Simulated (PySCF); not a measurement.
## Magnesium: a sound run and one with changed settings

Sound run: Mg²⁺ [Ne], Mg³⁺ [He] 2s2 2p5. All numbers are calculated (PySCF 2.14, scalar relativity by spin-free X2C-1e, in cc-pVDZ-DK (4s3p1d, 18 functions)). In the sound run the correlated levels freeze [He] 2s2. The sound run starts from symmetry-adapted Hartree-Fock orbitals and uses a fine grid where one is needed.

Changed run: basis STO-3G, all-electron and non-relativistic. This setting is unsound on purpose.

| species | method | sound run (hartree) | changed run (hartree) | converged |
| --- | --- | --- | --- | --- |
| Mg²⁺ | UHF | -199.12893 | -196.51193 | yes |
| Mg²⁺ | B3LYP | -199.54788 | -196.86295 | yes |
| Mg²⁺ | PBE0 | -199.43258 | -196.76973 | yes |
| Mg²⁺ | MP2 | -199.13065 | -196.52354 | yes |
| Mg²⁺ | CCSD(T) | -199.13062 | -196.52413 | yes |
| Mg³⁺ | UHF | -196.15079 | -193.66671 | yes |
| Mg³⁺ | B3LYP | -196.50722 | -193.95559 | yes |
| Mg³⁺ | PBE0 | -196.40153 | -193.87073 | yes |
| Mg³⁺ | MP2 | -196.15119 | -193.66971 | yes |
| Mg³⁺ | CCSD(T) | -196.15121 | -193.66995 | yes |

Ionisation energy of Mg²⁺:

```
 method  sound run (eV)  changed run (eV)
    UHF          81.039            77.423
  B3LYP          82.741            79.113
   PBE0          82.479            78.886
    MP2          81.075            77.657
SCS-MP2          81.073            77.643
   CCSD          81.073            77.657
CCSD(T)          81.074            77.666
```

A minimal basis cannot let orbitals breathe on ionisation and holds almost no correlation. The Hamiltonian changed with the basis, so the totals do not compare.

For comparison, NIST gives 80.144 eV between the lowest levels.
